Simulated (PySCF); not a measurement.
## Polarisability and C₆ of N (nitrogen, neutral)

[He] 2s2 2p3, high-spin 4S determinant. Computed with PySCF 2.14 in aug-cc-pVQZ-DK (6s5p4d3f2g, 80 functions), with scalar relativity by spin-free X2C-1e. Coupled (time-dependent) response in atomic units; α is the mean over directions.

| method | mean α (bohr³) | C₆ (like pair) | S(−4) |
| --- | --- | --- | --- |
| UHF | 7.166 | 23.27 | 28.19 |
| PBE | 8.244 | 28.36 | 37.09 |
| PBE0 | 7.752 | 26.20 | 31.55 |
| r2SCANh | 7.822 | 27.12 | 30.98 |
| B3LYP | 7.792 | 26.35 | 31.85 |

S(−4) is the Cauchy moment in α(ω) = α(0) + S(−4) ω² + …

Reference α: 7.4 ± 0.2 bohr³ (recommended; Schwerdtfeger and Nagle, table of static dipole polarizabilities (2023 update)). Published C₆: 24.20 (Chu and Dalgarno (2004); Tang, Norbeck and Certain (1976)).

α(iu) at PBE0:

```tsv
u (hartree)	α(iu) (bohr³)
0	7.752
0.0500	7.674
0.100	7.454
0.200	6.723
0.300	5.850
0.500	4.299
0.750	2.983
1.00	2.164
1.50	1.273
2.00	0.8332
3.00	0.4344
5.00	0.1795
```

A single London oscillator, α(iu) = α/(1 + u²/ω²), gives C₆ = (3/4) ω α². Matching the computed C₆ needs ω = 4 × 26.20 / (3 × 7.752²) = 0.581 hartree.
